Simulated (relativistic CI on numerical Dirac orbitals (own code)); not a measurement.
Computed by Dirac-Coulomb-Breit CI, separate exchange-only KLI orbitals for each configuration, a model potential for QED, unscaled Slater integrals (own radial code, finite nucleus).

The strongest absorption lines from the ground level of an ion, among the configurations computed and to levels below about 815 eV (vacuum wavelength in Å, gf): 17.512 (0.01), 24.883 (0.012), 25.068 (0.043), 28.542 (0.018), 29.515 (0.83), 29.606 (1.3), 30.966 (0.67), 32.770 (0.15).

Question: Which ion is it?
A. Tm⁴⁶⁺
B. Ta⁵⁰⁺
C. Ta⁵²⁺
D. Ir⁵⁴⁺

Answer: B. Ta⁵⁰⁺ has 23 electrons and the ground level 3s2 3p6 3d5 4P_5/2; the strongest line goes to 3s2 3p5 3d6 2D°_5/2. The pattern of lines fixes the number of electrons, and along that sequence the line energies rise steadily with the charge (about as its square where n changes within one kind of shell, about linearly where n is kept but much faster in heavy ions where fine structure, which grows about as Z⁴, sets the gap, and irregularly where shells cross), which fixes Z. Configurations outside the model, such as inner-shell arrays, can give stronger lines. At this charge energies of transitions that change n are usually good to better than 1 %, and those within a shell (Δn = 0) to a few per cent.

LS names give the leading component of a level, which can be under half, so a name can repeat, a term be missing and a line seem to break the LS rules.
